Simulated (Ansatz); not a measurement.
Spectroscopic constants of LiSi-, multiplicity 5 (an upper state: multiplicity 3 came lower at CCSD(T)/def2-TZVPP on PBE0 minima).

Constants: fifth-degree fit in 1/R to seven points, most abundant isotopes. Runs in def2 and cc sets follow the lowest solution found near the PBE0 minimum.

Correlated levels freeze the inner cores; with def2 sets outer-core shells near the valence are correlated too.

Run with Ansatz (Gaussian basis) for Hartree–Fock, density functionals and correlated methods. Values without a source in brackets are computed.

Energies at CCSD(T)/def2-TZVPP:

```
R (Å)       E (hartree)
--------  -------------
2.390169  -296.47674664
2.454421  -296.47775798
2.513533  -296.47826029
2.580354  -296.47842782
2.647176  -296.47825447
2.724279  -296.47772534
2.814231  -296.47677643
```

### Question
With a reduced mass of 5.6093 u, find the minimum, the force constant and the constants.

### Answer
A fifth-degree polynomial in 1/R puts the minimum at r_e = 2.5772 Å with force constant 33.5 N/m. Then ω_e = (1/2πc)√(k/μ) = 318 cm⁻¹ and B_e = h/(8π²cμr_e²) = 0.4525 cm⁻¹; the cubic and quartic terms give α_e = 0.0077 and ω_e x_e = 3.9 cm⁻¹.

Ansatz is a first-principles code.
